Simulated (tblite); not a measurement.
Compound: C₆H₉NS₂.
Structure used (GFN2-xTB), in Å, numbered top down from 1:
```
atom  x, y, z in Å
C1    -0.8209    0.3713   -1.5380
C2    -0.5123   -0.0553   -0.1120
C3    -1.7622    0.0266    0.7587
C4     0.1088   -1.4407   -0.0362
S5     0.6359    1.1955    0.6842
C6     2.1291    1.2409   -0.1903
S7     3.3466    2.2546    0.2631
C8     2.3787    0.4324   -1.3102
N9     2.6767   -0.1844   -2.2327
H10   -1.2170    1.3847   -1.5589
H11   -1.5691   -0.2984   -1.9582
H12    0.0624    0.3279   -2.1700
H13   -2.1773    1.0320    0.7452
H14   -2.5152   -0.6623    0.3823
H15   -1.5345   -0.2391    1.7886
H16    0.3765   -1.6862    0.9896
H17    0.9969   -1.5166   -0.6585
H18   -0.6120   -2.1765   -0.3880
```

Level: GFN2-xTB in tblite, geometry and Hessian alike; calculated harmonic values, unscaled, isolated species. This tight-binding method is rough: wavenumbers can miss measured ones by several per cent, in bad cases by 10 to 20. One conformer, not necessarily the lowest.

Harmonic wavenumbers (cm⁻¹): 41.4, 88.2, 126.1, 138.3, 173.7, 213.2, 224.3, 230.9, 232.4, 271.6, 285.8, 362.8, 394.5, 410.0, 515.7, 533.2, 569.5, 589.5, 842.4, 960.5, 963.1, 970.8, 981.5, 1031.2, 1033.3, 1152.7, 1165.1, 1239.6, 1245.2, 1406.3, 1408.6, 1427.9, 1474.8, 1481.0, 1481.5, 1492.2, 1492.4, 1500.4, 2327.9, 3025.4, 3028.0, 3032.5, 3034.0, 3035.7, 3039.1, 3042.0, 3055.7, 3059.4.

A = 1931, B = 829.5, C = 666.0 MHz; mass 159.018 u (most abundant isotopes); point group Cs, symmetry number 1.

What is the zero-point energy?

Half the sum of the wavenumbers: 29916 cm⁻¹ = 85.53 kcal/mol.

Give the ideal-gas entropy at 500 K and 1 bar in the rigid-rotor, harmonic-oscillator model (classical rotation).

Translation 43.70, rotation 31.63, vibration 55.40: S = 130.7 cal/(mol K).

And Cp and H(500 K) − H(0)?

Cp = 57.01 cal/(mol K), of which vibrations give 49.06 (their classical limit is 48 R = 95.4); H(500 K) − H(0) = 17.86 kcal/mol without the zero-point energy, 13.89 from vibrations.

Blend soft modes into free rotors: weight 1/[1 + (100 cm⁻¹/ν̃)⁴] for the oscillator and the rest for a rotor with moment μB/(μ + B), μ = h/(8π²ν), B = 10⁻⁴⁴ kg m². What vibrational entropy results?

52.20 cal/(mol K) in place of 55.40, which changes −T·S at 500 K by +1.60 kcal/mol.

What must be added to the electronic energy to get the Gibbs energy at 500 K and 1 bar?

ZPE + [H(500 K) − H(0)] − T·S = 85.53 + 17.86 − 65.36 = 38.03 kcal/mol.

Hindered rotation and anharmonicity are outside this model. Other conformers, if any are populated, would add a mixing term that is left out.
